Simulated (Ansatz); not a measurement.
`CC[CH](O)[AlH2]` + `[SiH3][SeH]` → `[AlH2][Se][SiH3]` + `CCCO`  (ligand exchange at the Al–C bond)

Gas-phase electronic energies from Ansatz, PBE0-D4/def2-TZVP geometries. CCSD(T)/CBS adds triple-zeta CCSD(T) − MP2 to the extrapolated MP2 energy (def2 sets, frozen cores). DFT in def2-TZVPP. B3LYP here is the variant with VWN-RPA as its local correlation; programs differ in this. For Se outer-core shells are correlated without core-valence functions, which leaves a few kJ/mol of doubt a bond. Scalar relativity is left out up to krypton. Each species was taken in one conformer, which may not be the lowest.

| level | ΔE (kcal/mol) | difference from CCSD(T)/CBS |
| --- | --- | --- |
| r2SCAN-D4 | -39.9 | -0.1 |
| PBE0-D4 | -39.7 | 0.1 |
| B3LYP-D4 | -38.2 | 1.6 |
| ωB97M-V | -38.4 | 1.4 |
| r2SCAN | -40.0 | -0.2 |
| PBE0 | -39.9 | -0.1 |
| HF/def2-TZVPP | -42.5 | -2.7 |
| HF/def2-QZVPP | -42.3 | -2.5 |
| MP2/def2-QZVPP | -40.8 | -1.0 |
| CCSD/CBS(def2) | -40.0 | -0.2 |
| CCSD(T)/CBS | -39.8 | 0 |

Largest T1 diagnostic among the species: 0.010.

From PBE to PBE0 (25 % exact exchange), in def2-TZVPP and without D4, ΔE moves by −1.7 kcal/mol. In def2-TZVPP, CCSD(T) changes the Hartree–Fock value by +3.2 kcal/mol (the triples alone add +0.2 kcal/mol) and MP2 by +1.9 kcal/mol.
